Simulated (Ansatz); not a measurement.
Ansatz (a program for electronic structure) job for C₂H₆ClFSi, SMILES C[Si](Cl)(C)F, PBE/def2-TZVPD. The structure is a stationary point at PBE0-D3(BJ)/def2-SVP.

Ansatz 0.2 input:
```yaml
crystal:
  periodic: [false, false, false]
  atoms:
    - {symbol: C, position_ang: [0.99958715, -0.68831027, 1.56438305]}
    - {symbol: Si, position_ang: [0.33115536, 0.04535648, -0.00000000]}
    - {symbol: C, position_ang: [0.99958715, -0.68831026, -1.56438305]}
    - {symbol: F, position_ang: [0.66190383, 1.63776563, 0.00000001]}
    - {symbol: Cl, position_ang: [-1.73073462, -0.12168045, -0.00000000]}
    - {symbol: H, position_ang: [0.56072533, -0.19129930, 2.44229431]}
    - {symbol: H, position_ang: [0.76276339, -1.76150165, 1.62305284]}
    - {symbol: H, position_ang: [2.09357785, -0.57049437, 1.60903469]}
    - {symbol: H, position_ang: [0.56072533, -0.19129928, -2.44229431]}
    - {symbol: H, position_ang: [0.76276339, -1.76150164, -1.62305286]}
    - {symbol: H, position_ang: [2.09357786, -0.57049435, -1.60903470]}
basis:
  gaussian:
    orbitals: def2-TZVPD
hamiltonian:
  xc: {name: PBE}
```

It prints:

```
WARN ansatz: RAYON_NUM_THREADS=2 ignored (pool sized by the plan → 2); use --threads N
Functional definition: PBE
integrals: 0.23 GiB planned
1406 factors; their error is unknown
mean field: 1.49 GiB planned
mean field evaluation 1: about -25264.8839 eV, gradient 8.8e1 eV
mean field evaluation 2: about -25242.8526 eV, gradient 1.2e2 eV
mean field evaluation 4: about -25280.9100 eV, gradient 1.2e1 eV
mean field evaluation 8: about -25281.1626 eV, gradient 2.5e-1 eV
mean field evaluation 16: about -25281.1289 eV, gradient 2.4e-4 eV
mean field -25281.12891999 eV, -929.0643516449 hartree, gradient 8.4e-5 eV, S^2 0.000000; 0 other end points of the search recorded, 0 dependent functions left out
reference -25281.12898586 eV, -929.0643540656 hartree; 29, 29 occupied and 228, 228 virtual orbitals, 1406 factors
Total energy: -25281.12898586 eV, -929.0643540656 hartree
```

Self-consistency was reached.

Cost: roughly 9 core-seconds.
